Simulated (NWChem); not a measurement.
Atomisation of isotetrasilane (H10Si4)

SMILES: [SiH3][SiH]([SiH3])[SiH3]
```xyz
14

Si    -1.1033     0.2575     1.9404
Si    -0.0459    -0.5739     0.0000
Si     2.2468    -0.0099     0.0000
Si    -1.1033     0.2575    -1.9404
H     -0.4493    -0.2855     3.1680
H     -1.0063     1.7473     1.9692
H     -2.5463    -0.1256     1.9568
H     -0.1650    -2.0672     0.0000
H      2.9221    -0.5585     1.2135
H      2.4017     1.4753     0.0000
H      2.9221    -0.5585    -1.2135
H     -0.4493    -0.2855    -3.1680
H     -2.5463    -0.1256    -1.9568
H     -1.0063     1.7473    -1.9692
```
Charge 0, spin multiplicity 1.

The numbers come from NWChem runs, not from measurements. All single points use one geometry, from B3LYP/def2-SVP, with no frequency check, so it may be a saddle point.

Basis set: def2-SVP. The atomisation energy is electronic alone: no zero-point, thermal, spin-orbit or counterpoise terms. No value is extrapolated to the basis-set limit. Free atoms are single determinants with multiplicities Si 3, H 2.

B3LYP has NWChem's definition, with VWN1-RPA local correlation. No SCF solution was tested for a lower state. Open-shell Hartree-Fock references start from PBE0 orbitals.

**Question.** For the atomisation energy, HF gives 733.1 kcal/mol and CAM-B3LYP gives 947.5 kcal/mol. What do PBE0, LC-wPBE (omega 0.3 per bohr), PBE give?

**Answer.** PBE0: 936.8 kcal/mol; LC-wPBE (omega 0.3 per bohr): 934.6 kcal/mol; PBE: 934.5 kcal/mol.
